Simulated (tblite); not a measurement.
C4H11F3N2Si.
Structure used (GFN2-xTB), in Å, numbered top down from 1:
```xyz
21
C4H11F3N2Si angstrom
C     -1.5161    0.6625   -1.3228
C     -0.7280    0.0479   -0.1568
C     -0.3883    1.1128    0.8808
N      0.4451   -0.6161   -0.6543
Si     1.9506   -0.8630    0.1585
N      2.7036    0.6894    0.1980
C     -1.6376   -1.0000    0.5205
F     -1.9708   -1.9976   -0.3194
F     -1.0557   -1.5857    1.5776
F     -2.7965   -0.4847    0.9657
H     -0.8919    1.4017   -1.8166
H     -1.7872   -0.1040   -2.0462
H     -2.4229    1.1430   -0.9640
H     -1.2907    1.6358    1.1888
H      0.0753    0.6602    1.7522
H      0.3119    1.8188    0.4482
H      0.1923   -1.3295   -1.3218
H      1.8859   -1.2813    1.5579
H      2.5864   -1.8864   -0.6813
H      3.5727    0.7812    0.6976
H      2.7531    1.2119   -0.6630
```

All values are computed: GFN2-xTB (tblite) harmonic vibrations without scaling, gas phase. Errors from tens to a few hundred cm⁻¹ against measured bands are possible. Modes of hydrogen on silicon can be 10 to 20 % off. One conformer, not necessarily the lowest.

Harmonic wavenumbers (cm⁻¹): 35.3, 60.6, 84.0, 152.1, 189.0, 197.3, 212.6, 213.9, 238.7, 255.9, 311.6, 325.1, 343.0, 394.6, 440.1, 477.2, 502.0, 524.9, 544.1, 572.2, 587.6, 619.5, 712.3, 742.3, 781.3, 800.7, 845.5, 892.1, 941.9, 962.2, 1008.9, 1048.8, 1066.7, 1072.1, 1105.4, 1177.3, 1214.5, 1263.7, 1377.9, 1397.1, 1415.3, 1467.2, 1478.7, 1484.8, 1492.6, 1521.8, 2193.7, 2257.3, 3032.7, 3037.2, 3042.9, 3053.2, 3059.6, 3074.6, 3449.8, 3468.3, 3510.6.

A = 1864, B = 754.5, C = 696.9 MHz; mass 172.064 u (most abundant isotopes); point group C1, symmetry number 1.

What is the zero-point energy?

Half the sum of the wavenumbers: 33866 cm⁻¹ = 96.83 kcal/mol.

Entropy at 200 K, 1 bar (ideal gas, RRHO, classical rotation)?

Translation 39.38, rotation 28.98, vibration 25.78: S = 94.1 cal/(mol K).

And Cp and H(200 K) − H(0)?

Cp = 37.53 cal/(mol K), of which vibrations give 29.58 (their classical limit is 57 R = 113.3); H(200 K) − H(0) = 4.46 kcal/mol without the zero-point energy, 2.87 from vibrations.

Which modes carry the vibrational entropy at 200 K?

35.3 cm⁻¹: 4.72; 60.6 cm⁻¹: 3.65; 84.0 cm⁻¹: 3.02; 152.1 cm⁻¹: 1.90; 189.0 cm⁻¹: 1.52; 197.3 cm⁻¹: 1.45 cal/(mol K); the other 51 give 9.52 together.

What must be added to the electronic energy to get the Gibbs energy at 200 K and 1 bar?

ZPE + [H(200 K) − H(0)] − T·S = 96.83 + 4.46 − 18.83 = 82.46 kcal/mol.

Hindered rotation and anharmonicity are outside this model. Other conformers, if any are populated, would add a mixing term that is left out. The structure is chiral; the term R ln 2 for an equal mix with its mirror image is left out.

Hardware: one thread of an Intel Xeon Platinum 8259CL at 2.50 GHz, shared host. Cost: 1.7 s of wall time. The figure is for the frequency step alone.
